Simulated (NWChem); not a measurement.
System meant: C$_{3}$H$_{7}$FSi; SMILES F[SiH]1CCC1

The following NWChem deck was run.

```
start job
memory heap 200 mb stack 900 mb global 1100 mb
geometry units angstroms noautoz
  F     -0.264696    -2.048861     0.000000
  Si     0.431069    -0.583999     0.000000
  C     -0.178355     0.725870     1.212437
  C     -0.105122     1.722485     0.000000
  C     -0.178355     0.725870    -1.212437
  H      1.903781    -0.816946     0.000000
  H      0.396888     1.003379     2.099345
  H     -1.219286     0.556541     1.511731
  H     -0.894843     2.481614     0.000000
  H      0.855405     2.249760     0.000000
  H     -1.219286     0.556541    -1.511731
  H      0.396888     1.003379    -2.099345
end
basis spherical
  F library def2-svp
  Si library def2-svp
  C library def2-svp
  H library def2-svp
end
dft
  xc xpbe96 cpbe96
  iterations 4
  mulliken
end
task dft energy
```

End of the output:

```
    Atom       Charge   Shell Charges
 -----------   ------   -------------------------------------------------------
    1 F    9     9.18   1.98  1.02  0.77  3.21  2.21  0.01
    2 Si  14    13.43   2.00  1.93  0.64  0.31  5.81  1.26  0.91  0.57
    3 C    6     6.21   1.96  0.61  0.33  1.91  1.35  0.06
    4 C    6     6.04   1.96  0.59  0.30  1.90  1.21  0.09
    5 C    6     6.21   1.96  0.61  0.33  1.91  1.35  0.06
    6 H    1     1.11   0.65  0.43  0.02
    7 H    1     0.97   0.63  0.27  0.07
    8 H    1     0.96   0.63  0.26  0.07
    9 H    1     0.98   0.64  0.26  0.07
   10 H    1     0.97   0.64  0.26  0.07
   11 H    1     0.96   0.63  0.26  0.07
   12 H    1     0.97   0.63  0.27  0.07

 center of mass
 --------------
 x =  -0.01344577 y =   0.19021798 z =   0.00000000

 moments of inertia (a.u.)
 ------------------
         714.038094220788          -0.000000000000           0.000000000000
          -0.000000000000         230.478351545320           0.000000000000
           0.000000000000           0.000000000000         596.194958028188

     Multipole analysis of the density
     ---------------------------------

     L   x y z        total         alpha         beta         nuclear
     -   - - -        -----         -----         ----         -------
     0   0 0 0     -0.000000    -24.000000    -24.000000     48.000000

     1   1 0 0      0.043728      0.021864      0.021864     -0.000000
     1   0 1 0     -0.624544     -0.312272     -0.312272      0.000000
     1   0 0 1     -0.000000     -0.000000     -0.000000      0.000000

     2   2 0 0    -27.848757    -35.237815    -35.237815     42.626872
     2   1 1 0      0.517576     -2.424524     -2.424524      5.366623
     2   1 0 1     -0.000000     -0.000000     -0.000000      0.000000
     2   0 2 0    -30.455219   -160.493445   -160.493445    290.531671
     2   0 1 1     -0.000000     -0.000000     -0.000000     -0.000000
     2   0 0 2    -27.594608    -69.193800    -69.193800    110.792991

 ------------------------------------------------------------------------
 dft energy failed                                                                                  0
 ------------------------------------------------------------------------
 ------------------------------------------------------------------------
  current input line :
    28: task dft energy
 ------------------------------------------------------------------------
 ------------------------------------------------------------------------
 This type of error is most commonly associated with calculations not reaching convergence criteria
 ------------------------------------------------------------------------
 For more information see the NWChem manual at https://nwchemgit.github.io

0:dft energy failed:Received an Error in Communication
```

### Question
Find the fault in this run and fix the input.

### Answer
The run did not converge; its last values are not results. Cause: the SCF was allowed too few iterations. This input runs:
```
start job
memory heap 200 mb stack 900 mb global 1100 mb
geometry units angstroms noautoz
  F     -0.264696    -2.048861     0.000000
  Si     0.431069    -0.583999     0.000000
  C     -0.178355     0.725870     1.212437
  C     -0.105122     1.722485     0.000000
  C     -0.178355     0.725870    -1.212437
  H      1.903781    -0.816946     0.000000
  H      0.396888     1.003379     2.099345
  H     -1.219286     0.556541     1.511731
  H     -0.894843     2.481614     0.000000
  H      0.855405     2.249760     0.000000
  H     -1.219286     0.556541    -1.511731
  H      0.396888     1.003379    -2.099345
end
basis spherical
  F library def2-svp
  Si library def2-svp
  C library def2-svp
  H library def2-svp
end
dft
  xc xpbe96 cpbe96
  iterations 150
  mulliken
end
task dft energy
```
It converges to -507.24040 Ha (PBE/def2-SVP).
